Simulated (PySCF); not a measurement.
## Working out the excitation energy of S²⁺

S²⁺ [Ne] 3s2 3p2 (3P) → S²⁺ [Ne] 3s2 3p1 3d1 (high-spin determinant). All numbers are calculated (PySCF 2.14, the spin-free X2C one-electron Hamiltonian (Gaussian nucleus), in aug-cc-pVDZ-DK (5s4p2d, 27 functions)). Frozen: [Ne]. Energies in hartree (1 hartree = 27.21139 eV):

```
             part  S²⁺ (lower)  S²⁺ (upper)
              UHF  -397.405290  -396.743803
MP2 opposite-spin    -0.044639    -0.059387
    MP2 same-spin    -0.008396    -0.006504
```

Task: What does Hartree-Fock give?

Result: (-396.743803) − (-397.405290) = 0.661487 hartree = 18.000 eV.

Task: What do MP2 and SCS-MP2 (6/5 opposite-spin, 1/3 same-spin) give?

Result: The opposite-spin parts differ by -0.401 eV and the same-spin parts by 0.051 eV. MP2: 18.000 + (-0.401) + (0.051) = 17.650 eV. SCS-MP2: 18.000 + 1.2 × (-0.401) + (0.051)/3 = 17.536 eV.

One determinant mixes LS terms, so it does not stand for a single term.

A double-zeta basis recovers only part of the correlation energy.
